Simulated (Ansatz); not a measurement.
The cluster Li₃Br₄, 7 atoms. Hardware: 4 threads of Arm Neoverse V1 on a shared host.

Correlated methods freeze 36 core orbitals; core or outer-core shells of Li, Br are correlated, in sets that lack core-valence functions.

Task: How many basis functions does each of these Ansatz runs have, and roughly what does it cost? r2SCAN-D4/def2-TZVP, charge 0 doublet, energy, from earlier orbitals; r2SCAN-D4/def2-SVP, charge 0 doublet, relaxation, 18 steps; PBE-D4/def2-TZVP, charge 0 doublet, energy and forces, from earlier orbitals; PBE0-D4/def2-TZVP, charge 0 doublet, energy, from earlier orbitals; RPA@PBE/def2-TZVP, charge 0 doublet, energy, from earlier orbitals; PBE0-D4/def2-SVP, charge 0 doublet, energy, from earlier orbitals; LC-ωPBE/def2-TZVP, charge 0 doublet, energy, from earlier orbitals; MP2/def2-TZVP, charge 0 doublet, energy, from earlier orbitals; PBE-D4/def2-SVP, charge 0 doublet, energy with a search over starts; PBE-D4/def2-SVP, charge 0 doublet, energy, from earlier orbitals.

Result: Other jobs shared the machine, so times can vary by a factor of up to 3. A dash marks memory too small to be measured apart from the calling script's.

```tsv
run	functions	fitting or Cholesky vectors	wall time	peak host memory (GiB)
PBE-D4/def2-SVP, charge 0 doublet, energy, from earlier orbitals	155	1788	10 s	–
PBE0-D4/def2-SVP, charge 0 doublet, energy, from earlier orbitals	155	1611	10 s	0.91
LC-ωPBE/def2-TZVP, charge 0 doublet, energy, from earlier orbitals	234	1891	16 s	0.89
MP2/def2-TZVP, charge 0 doublet, energy, from earlier orbitals	234	1744	20 s	1.1
PBE0-D4/def2-TZVP, charge 0 doublet, energy, from earlier orbitals	234	1744	22 s	1.1
PBE-D4/def2-SVP, charge 0 doublet, energy with a search over starts	155	1788	24 s	–
r2SCAN-D4/def2-TZVP, charge 0 doublet, energy, from earlier orbitals	234	1891	25 s	0.59
PBE-D4/def2-TZVP, charge 0 doublet, energy and forces, from earlier orbitals	234	1891	27 s	0.88
RPA@PBE/def2-TZVP, charge 0 doublet, energy, from earlier orbitals	234	1744	53 s	0.92
r2SCAN-D4/def2-SVP, charge 0 doublet, relaxation, 18 steps	155	1788	3.1 min	–
```
